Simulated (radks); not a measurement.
Results of a calculation; reference values are marked as such.
Task: Orbital eigenvalues (eV) of neutral neon, [Ne], of relativity; Dirac values are averaged over j with weights 2j + 1. Spin-unpolarised spherical Kohn-Sham, PBE, point nucleus unless stated (finite: rms radius 3.0055 fm), a radial shooting solver on a logarithmic mesh with Libxc functionals. A level marked "c x" has the speed of light scaled by that factor and shares open shells by 2j + 1; other Dirac levels either fill j = l - 1/2 first or share by 2j + 1.

shell  non-rel.
1s      -829.66
2s      -36.278
2p      -13.347

Give the values at the level "Dirac, 2j+1 shares, finite nucleus".

Result: 
shell  Dirac, 2j+1 shares, finite nucleus  change of magnitude (%)
1s                                -830.77                    +0.13
2s                                -36.404                    +0.35
2p                                -13.333                    -0.11
